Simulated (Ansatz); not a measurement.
Reaction (redistribution): `OC[SiH2][SiH3]` + `[F][AlH][GeH3]` → `OC[SiH2]F` + `[SiH3][AlH][GeH3]`

Calculated with Ansatz (gas phase, PBE0-D4/def2-TZVP geometries, no zero-point term in ΔE). CCSD(T)/CBS adds triple-zeta CCSD(T) − MP2 to the extrapolated MP2 energy (def2 sets, frozen cores). For Ge outer-core shells are correlated without core-valence functions, which leaves a few kJ/mol of doubt a bond. Scalar relativity is left out up to krypton. Each species was taken in one conformer, which may not be the lowest.

`OC[SiH2][SiH3]`:

Z-matrix (Å, degrees):
```
C
Si 1 1.898
O 1 1.420 2 112.8
H 1 1.099 2 110.3 3 125.5
H 1 1.093 2 109.2 3 -118.0
Si 2 2.342 1 111.9 3 -176.7
H 2 1.488 1 110.0 3 60.5
H 2 1.494 1 107.7 3 -56.6
H 3 0.960 1 108.5 2 58.3
H 6 1.488 2 110.6 1 178.9
H 6 1.488 2 110.4 1 -60.9
H 6 1.489 2 110.4 1 58.7
```

`[F][AlH][GeH3]`:

```xyz
7

F     1.592   -1.049   -1.765
Al    1.345   -0.276   -0.326
Ge   -0.996    0.212    0.290
H     2.641    0.088    0.503
H    -1.401    1.618   -0.196
H    -1.989   -0.789   -0.325
H    -1.193    0.197    1.818
```

`OC[SiH2]F`:

```xyz
9

O    -0.218    1.612    0.624
C     0.105    0.750   -0.460
Si   -0.178   -1.051   -0.012
F     0.674   -1.318    1.326
H     0.320    1.363    1.381
H     1.133    0.911   -0.814
H    -0.552    1.028   -1.290
H     0.314   -1.974   -1.067
H    -1.599   -1.321    0.311
```

`[SiH3][AlH][GeH3]`:

Cartesian coordinates in Å:
```
Si -0.293 1.753 -1.196
Al -0.149 0.487 0.905
Ge 0.355 -1.940 0.794
H 0.985 1.637 -1.957
H -0.580 3.203 -1.011
H -1.366 1.186 -2.064
H -0.373 1.192 2.312
H 1.702 -2.194 0.086
H -0.710 -2.688 -0.036
H 0.428 -2.638 2.166
```

| species | CCSD(T)/CBS(def2) energy (Eh) |
| --- | --- |
| `OC[SiH2][SiH3]` | -696.16977 |
| `[F][AlH][GeH3]` | -2420.38977 |
| `OC[SiH2]F` | -505.15298 |
| `[SiH3][AlH][GeH3]` | -2611.38792 |

Question: Work out ΔE.

Answer: ΔE = (-505.15298) + (-2611.38792) − (-696.16977) − (-2420.38977) = 0.01864 Eh = +48.9 kJ/mol.

Largest T1 diagnostic among the species: 0.013.

In def2-TZVPP, CCSD(T) changes the Hartree–Fock value by +10.2 kJ/mol (the triples alone add +1.6 kJ/mol) and MP2 by +13.6 kJ/mol. From PBE to PBE0 (25 % exact exchange), in def2-TZVPP and without D4, ΔE moves by −3.5 kJ/mol.
